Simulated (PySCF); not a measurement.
PySCF 2.14 output of an unrestricted LDA calculation on a single atom or ion in aug-cc-pVDZ-DK (7s6p4d2f, 59 functions), with the spin-free X2C one-electron Hamiltonian (Gaussian nucleus):

```
SCF conv_tol = 1e-09
number electrons alpha = 15  beta = 10
    P. A. M. Dirac.,  Math. Proc. Cambridge Philos. Soc. 26, 376 (1930)
    F. Bloch.,  Z. Phys. 57, 545 (1929)
    S. H. Vosko, L. Wilk, and M. Nusair.,  Can. J. Phys. 58, 1200 (1980)
cycle= 1 E= -1269.75824879154  delta_E= -0.00683  |g|= 0.133  |ddm|= 0.357
cycle= 2 E= -1269.75164308696  delta_E= 0.00661  |g|= 0.208  |ddm|= 0.549
cycle= 3 E= -1269.76279289653  delta_E= -0.0111  |g|= 0.001  |ddm|= 0.342
cycle= 4 E= -1269.76279313659  delta_E= -2.4e-07  |g|= 0.000261  |ddm|= 0.00246
cycle= 5 E= -1269.76279315415  delta_E= -1.76e-08  |g|= 3.57e-06  |ddm|= 0.000511
cycle= 6 E= -1269.76279315416  delta_E= -6.37e-12  |g|= 2.14e-06  |ddm|= 1.4e-05
converged SCF energy = -1269.76279315416  <S^2> = 8.7510421  2S+1 = 6.0003474
```

The run itself started from symmetry-adapted Hartree-Fock orbitals and held the occupation by maximum overlap, on a logarithmic radial grid, so the iterations belong to that start.

Problem. Which element, charge and spin multiplicity is this?

Solution. Fe⁺ (iron, charge +1), multiplicity 6; the state was [Ar] 3d6 4s1, high-spin 6D determinant.
